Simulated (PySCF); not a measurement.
Rows and methods have been separated. Pair them.

C2H6Cl4Si2.
SMILES: `C[Si](Cl)(Cl)[Si](C)(Cl)Cl`

The closed-shell ground state was solved 3 times with PySCF (density fitting, gas phase), always in the pcSseg-2 basis (414 functions), with these functionals: KT3, PBE0 and wB97X-D. One conformer (not necessarily the lowest) at the PBE0-D3(BJ)/def2-TZVP geometry, without solvent, vibrations or thermal averaging.

```tsv
row	total energy (Eh)	HOMO (eV)	LUMO (eV)	dipole (D)
P	-2499.0749	-8.05	-0.62	0.03
Q	-2499.9797	-9.84	1.13	0.04
R	-2518.2537	-6.97	-1.51	0.03
```

Task: Which functional belongs to which row?

Result: P = PBE0, Q = wB97X-D, R = KT3. By rising HOMO–LUMO gap: KT3 (GGA) 5.46 eV; PBE0 (global hybrid, 25 % exact exchange) 7.43 eV; wB97X-D (range-separated hybrid) 10.97 eV. Total energies of different functionals aren't bounds to one another; each is stationary for its own functional.

Conformer computed: `[CH3:1][Si:2]([Cl:3])([Cl:4])[Si:5]([CH3:6])([Cl:7])[Cl:8]`: C1–Si2–Si5–C6 -179°.

Note: wB97X-D ran without an empirical dispersion term, which enters the total energy and its gradient alone.
